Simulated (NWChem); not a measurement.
Molecule: MnF2, sextet; SMILES [F][Mn][F]

Results from NWChem. Pople sets run with spherical d functions. Spin-unrestricted. Medium grid unless said otherwise, to which SCAN and Minnesota functionals are sensitive. All runs use the structure optimised with PBE0/def2-SVP, spin-unrestricted. No stability test was run on the SCF state. Level r2SCAN/6-31G*: single points from the atomic guess with DIIS by default; each run changes one setting, and all converged runs end within 0.3 mHa of each other.

Q: Which setting needs the most SCF iterations, or fails (defaults; occupation smearing of 0.005 Ha; no level shifting; no DIIS, 40 % damping; DIIS on 3 Fock matrices)?

A: no DIIS, 40 % damping, which doesn't converge.
```csv
setting,SCF iterations
defaults,10
DIIS on 3 Fock matrices,9
no level shifting,10
occupation smearing of 0.005 Ha,10
"no DIIS, 40 % damping",not converged in 200
```
